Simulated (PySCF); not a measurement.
GaCl, optimised at PBE0/def2-TZVP:

```xyz
2

Ga     0.0036    -0.8167     0.7487
Cl    -0.0036     0.8167    -0.7487
```

Method: PySCF energies (xtb for GFN2) plus ideal-gas RRHO corrections (1 bar). 6-31G* has spherical d functions here. All species are closed-shell singlets. B3LYP is the form with VWN-RPA correlation. Ga: all electrons, no relativistic terms.

List the harmonic frequencies (cm⁻¹, unscaled) at this level and at the other levels, each on its own geometry.


- PBE0/def2-TZVP: 364
- B3LYP/6-31G*: 346
- GFN2-xTB: 317
- HF/6-31G*: 352
- PBE/def2-SVP: 365
